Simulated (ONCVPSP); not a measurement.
## Pseudopotential generation for N: ONCV, LDA (Perdew-Zunger), non-relativistic.

ONCVPSP 4.0.1 was run on this input:

```
# ATOM AND REFERENCE CONFIGURATION
# atsym  z   nc   nv     iexc    psfile
  N 7.00    1    2        3      upf
#
#   n    l    f
    1    0    2.00
    2    0    2.00
    2    1    2.50
#
# PSEUDOPOTENTIAL AND OPTIMIZATION
# lmax
    1
#
#   l,   rc,      ep,       ncon, nbas, qcut
    0    1.10    0.00    3    7    6.90
    1    2.30    0.00    3    8    5.30
#
# LOCAL POTENTIAL
# lloc, lpopt,  rc(5),   dvloc0
    0    5    1.10    0.00
#
# VANDERBILT-KLEINMAN-BYLANDER PROJECTORs
# l, nproj, debl
    0    0    1.80
    1    2    2.00
#
# MODEL CORE CHARGE
# icmod, fcfact, rcfact
    1    0.65    0.00
#
# LOG DERIVATIVE ANALYSIS
# epsh1, epsh2, depsh
   -2.00    5.00    0.02
#
# OUTPUT GRID
# rlmax, drl
    6.00    0.01
#
# TEST CONFIGURATIONS
# ncnf
    4
# nvcnf
#   n    l    f
    2
    2    0    2.00
    2    1    3.00
#
    2
    2    0    2.00
    2    1    2.00
#
    2
    2    0    2.00
    2    1    1.00
#
    2
    2    0    1.00
    2    1    3.00
#
```

Command:

```bash
oncvpspnr.x < N.dat > N.out
```

Output (shortened: citation, most of the input echo, consistency checks and plot data are left out):

```
ONCVPSP  (Optimized Norm-Conservinng Vanderbilt PSeudopotential)
scalar-relativistic version 4.0.1

#   n    l    f        energy (Ha)
    1    0    2.00    -1.4297967E+01
    2    0    2.00    -9.1543172E-01
    2    1    2.50    -4.9940936E-01

Reference configufation results
  iterations    22
  all-electron total energy (Ha)   -5.38325094D+01

Begin loop to  construct optimized pseudo wave functions
and semi-local pseudopoentials for all angular momenta

Calculating optimized projector #   1

 for l=   0

    Fraction of norm inside rc  0.425013
    Optimizing pswf for qcut=   6.91 a_B^-1,  ecut=  23.86 Ha
    Residual kinetic energy error=  3.56D-04 Ha

    Energy error per electron        Cutoff
         Ha          eV             Ha
         0.01000     0.27211       13.44
         0.00100     0.02721       20.65
         0.00010     0.00272       64.89
         0.00001     0.00027      154.30

   Wellstate for l =  1  n =  4
     eigenvalue =   1.5006
     asymptotic potential =   2.0006
     half-point radius =  3.8346

Calculating optimized projector #   1

 for l=   1

    Fraction of norm inside rc  0.893526
    Optimizing pswf for qcut=   5.29 a_B^-1,  ecut=  14.00 Ha
    Residual kinetic energy error=  1.31D-05 Ha

    Energy error per electron        Cutoff
         Ha          eV             Ha
         0.01000     0.27211        8.51
         0.00100     0.02721       10.74
         0.00010     0.00272       12.47
         0.00001     0.00027       15.13

Calculating optimized projector #   2

 for l=   1

    Fraction of norm inside rc  0.297168
    Optimizing pswf for qcut=   5.29 a_B^-1,  ecut=  14.00 Ha
    Residual kinetic energy error=  4.26D-04 Ha

    Energy error per electron        Cutoff
         Ha          eV             Ha
         0.01000     0.27211       10.77
         0.00100     0.02721       13.33
         0.00010     0.00272       28.87
         0.00001     0.00027       69.80

Construct Vanderbilt / Kleinmman-Bylander projectors

B matrix Hermiticity error, ll=   1
   1   2   -9.5845E-09

  Orthonormal projector coefficients -2.3954E+00 -7.1339E-01

Model core correction analysis
  based on d2Exc/dn_idn_j

d2excae - all-electron derivatives

   -5.306628D-02   -4.742886D-02
   -4.743050D-02   -4.586429D-02

d2excps - pseudofunction derivatives with no core correction

   -5.569595D-02   -4.958315D-02
   -4.958440D-02   -4.652403D-02

rms 2nd derivative error    2.039038E-03

Polynomial model core charge

d2excps - pseudofunction derivatives with core correction

   -5.194528D-02   -4.784455D-02
   -4.784545D-02   -4.559898D-02

rms 2nd derivative error    6.465297E-04

Pseudoatom total energy   -9.205948

Diagnostic tests using Vanderbilt-Kleinman-Bylander pseudopotentials
  1 or more projectors used as specified by nproj input data

   l    rcore       rmatch      e in        delta e   norm test  slope test

   0   1.1035545   1.1370608  -0.9154317   0.0000305   1.0000124   1.0001680

   1   2.3032729   2.3732052  -0.4994094  -0.0000211   0.9999389   0.9999034
   1   2.3032729   2.3732052   1.5005906  -0.0001401   0.9999895   0.9999895

 Testing for bound ghosts
   n   l    E NL Schr. Eq   E Basis Diag.   E Cutoff

   2   1       -0.499430       -0.499244     57.13

 Testing for highly-localized positive-energy ghosts
       l    <radius>/rc     E Basis Diag.   E Cutoff

Test configuration 0

   n   l     f        eae           eps        diff
   1   0  2.0000  -14.29796659
   2   0  2.0000   -0.91543172   -0.91540117    3.05D-05
   2   1  2.5000   -0.49940936   -0.49943044   -2.11D-05

    Total energies and differences
      AE_ref= -5.38325094D+01  AE_tst= -5.38325094D+01  dif=  0.00D+00
      PS_ref= -9.20594838D+00  PS_tst= -9.20594838D+00  dif= -2.31D-14
      PSP excitation error=  2.31D-14

Test configuration 1

   n   l     f        eae           eps        diff
   1   0  2.0000  -14.01202060
   2   0  2.0000   -0.67611911   -0.67602326    9.59D-05
   2   1  3.0000   -0.26631133   -0.26990654   -3.60D-03

    Total energies and differences
      AE_ref= -5.38325094D+01  AE_tst= -5.40224807D+01  dif= -1.90D-01
      PS_ref= -9.20594838D+00  PS_tst= -9.39705266D+00  dif= -1.91D-01
      PSP excitation error=  1.13D-03

Test configuration 2

   n   l     f        eae           eps        diff
   1   0  2.0000  -14.63485185
   2   0  2.0000   -1.18413754   -1.18050075    3.64D-03
   2   1  2.0000   -0.76518577   -0.75519309    9.99D-03

    Total energies and differences
      AE_ref= -5.38325094D+01  AE_tst= -5.35176435D+01  dif=  3.15D-01
      PS_ref= -9.20594838D+00  PS_tst= -8.89327243D+00  dif=  3.13D-01
      PSP excitation error=  2.19D-03

Test configuration 3

   n   l     f        eae           eps        diff
   1   0  2.0000  -15.44918953
   2   0  2.0000   -1.79552505   -1.76975855    2.58D-02
   2   1  1.0000   -1.38246983   -1.32691958    5.56D-02

    Total energies and differences
      AE_ref= -5.38325094D+01  AE_tst= -5.24528336D+01  dif=  1.38D+00
      PS_ref= -9.20594838D+00  PS_tst= -7.85810897D+00  dif=  1.35D+00
      PSP excitation error=  3.18D-02

Test configuration 4

   n   l     f        eae           eps        diff
   1   0  2.0000  -14.63649038
   2   0  1.0000   -1.18809823   -1.20139733   -1.33D-02
   2   1  3.0000   -0.76772299   -0.77301023   -5.29D-03

    Total energies and differences
      AE_ref= -5.38325094D+01  AE_tst= -5.30979834D+01  dif=  7.35D-01
      PS_ref= -9.20594838D+00  PS_tst= -8.46642217D+00  dif=  7.40D-01
      PSP excitation error= -5.00D-03
```

oncvpspnr.x prints “scalar-relativistic version” in its banner although the run is non-relativistic.

The run took about 0.99 s on one core of a shared server CPU.
